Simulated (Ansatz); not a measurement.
A CCSD(T) single point on C3H9BSi (`C=C[SiH2]BC`).

```yaml
crystal:
  periodic: [false, false, false]
  atoms:
    - {symbol: C, position_ang: [-1.126230, 1.425146, 1.878786]}
    - {symbol: C, position_ang: [-0.358711, 1.325987, 0.796651]}
    - {symbol: Si, position_ang: [1.053536, 0.118209, 0.633654]}
    - {symbol: B, position_ang: [0.840886, -1.217392, -0.865616]}
    - {symbol: C, position_ang: [-0.273126, -1.154067, -1.942611]}
    - {symbol: H, position_ang: [-0.953687, 0.810952, 2.758570]}
    - {symbol: H, position_ang: [-1.957207, 2.122858, 1.939115]}
    - {symbol: H, position_ang: [-0.589103, 1.974910, -0.048297]}
    - {symbol: H, position_ang: [2.316946, 0.867415, 0.340741]}
    - {symbol: H, position_ang: [1.233319, -0.559598, 1.951410]}
    - {symbol: H, position_ang: [1.608125, -2.142293, -0.893179]}
    - {symbol: H, position_ang: [-1.045348, -1.829932, -1.530967]}
    - {symbol: H, position_ang: [-0.000336, -1.583188, -2.909621]}
    - {symbol: H, position_ang: [-0.762064, -0.188206, -2.079634]}
basis:
  gaussian: {orbitals: def2-SVP}
correlation: {method: ccsd_t}
```

```sh
$ ansatz run in.yaml --threads 4 --pin off --events-out ev --progress --plain --max-ram 10444MiB
```

Log, shortened:

```
Functional definition: HF
1212 factors; integrals over basis functions are off by at most 1.4e-3 eV
mean field evaluation 1: about -11758.1248 eV, gradient 3.1e1 eV
mean field evaluation 2: about -11758.1936 eV, gradient 3.1e1 eV
mean field evaluation 4: about -11761.3462 eV, gradient 3.2e0 eV
mean field evaluation 8: about -11761.3911 eV, gradient 1.9e-1 eV
mean field evaluation 16: about -11761.3258 eV, gradient 3.7e-1 eV
mean field -11761.39129005 eV, -432.2231577520 hartree, gradient 3.8e-6 eV, S^2 0.000000; 0 other end points of the search recorded, 0 dependent functions left out
9 core orbitals not correlated: weight in the atoms' cores, before any rotation towards them, 1.000 or more for the frozen orbitals, at most 0.000 for the correlated occupied ones
reference -11761.39129005 eV, -432.2231577520 hartree; 14, 14 occupied and 96, 96 virtual orbitals, 1212 factors
second order -16.07328187 eV of doubles, -0.00000000 eV of singles
cycle   1  -17.41968045 eV  change    -1.3e0 eV  update   9.6e-2
cycle   2  -17.99357225 eV  change   -5.7e-1 eV  update   3.1e-2
cycle   3  -18.06779656 eV  change   -7.4e-2 eV  update   1.2e-2
cycle   4  -18.06648145 eV  change    1.3e-3 eV  update   3.8e-3
cycle   5  -18.06627726 eV  change    2.0e-4 eV  update   1.3e-3
cycle   6  -18.06606380 eV  change    2.1e-4 eV  update   4.0e-4
cycle   7  -18.06603210 eV  change    3.2e-5 eV  update   1.4e-4
cycle   8  -18.06604717 eV  change   -1.5e-5 eV  update   5.8e-5
cycle   9  -18.06603228 eV  change    1.5e-5 eV  update   2.1e-5
perturbative correction -0.58239802 eV, -0.0214027325 hartree
Total energy: -11780.03972035 eV, -432.9084749251 hartree
```

Hardware: 4 threads of an Arm Neoverse V2 on a shared host. Wall time 8 s, peak host memory 0.66 GiB.

MP2 recovers 86.2 % of the CCSD(T) correlation energy and the triples give 3.1 %; T1 = 0.0113.
